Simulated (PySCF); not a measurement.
A structure optimised at PBE-D3(BJ)/def2-SVP, used in a PySCF frequency run:

```xyz
12

Ge     0.0170    -2.3963     0.0000
C     -0.4557    -0.4982     0.0000
C      0.4557     0.4982     0.0000
Ge    -0.0170     2.3963     0.0000
H      1.5630    -2.5174     0.0000
H     -0.5633    -3.1017    -1.2560
H     -0.5633    -3.1017     1.2560
H     -1.5340    -0.2469     0.0000
H      1.5340     0.2469     0.0000
H      0.5633     3.1017     1.2560
H      0.5633     3.1017    -1.2560
H     -1.5630     2.5174     0.0000
```
Charge 0, spin multiplicity 1.

**Question.** Write its SMILES, formula and point group.

**Answer.** [GeH3]/[CH]=[CH]/[GeH3], C2H8Ge2, C2h

**Question.** What are its rotational constants (standard atomic weights)?

**Answer.** 22.623, 0.56269, 0.55673 GHz
